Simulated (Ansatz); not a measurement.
Consider the formal exchange of groups at a B–I bond: `BI` + `FC([SiH3])B[SiH3]` → `BC([SiH3])B[SiH3]` + `FI`.

Isolated molecules relaxed with PBE0-D4/def2-TZVP in Ansatz; ΔE leaves out vibrations. CCSD(T)/CBS is the MP2 limit (def2-TZVPP, def2-QZVPP) plus CCSD(T) − MP2 in def2-TZVPP, frozen cores. DFT in def2-TZVPP. Elements past krypton have def2 core potentials. For I outer-core shells are correlated without core-valence functions, which leaves a few kJ/mol of doubt a bond. One conformer a species, not always the lowest.

```json
{"level": "r2SCAN-D4", "ΔE (eV)": "0.93"}
{"level": "B2PLYP", "ΔE (eV)": "0.93"}
{"level": "SCS-MP2/def2-TZVPP", "ΔE (eV)": "0.94"}
{"level": "SCS-MP2/def2-QZVPP", "ΔE (eV)": "0.85"}
```

Q: What does CCSD(T)/CBS give? (Best estimate.)

A: Computed: +0.83 eV. The listed levels differ from it by 0.10, 0.10, 0.11, 0.02 eV.

Largest T1 diagnostic among the species: 0.014.

From PBE to PBE0 (25 % exact exchange), in def2-TZVPP and without D4, ΔE moves by +0.05 eV. The D4 term adds −0.08 eV with B3LYP and −0.04 eV with PBE0; it sums over pairs of atoms, weighted by their polarisabilities, and B3LYP, whose exchange is more repulsive, gets the larger term.

B3LYP here is the variant with VWN-RPA as its local correlation; programs differ in this.
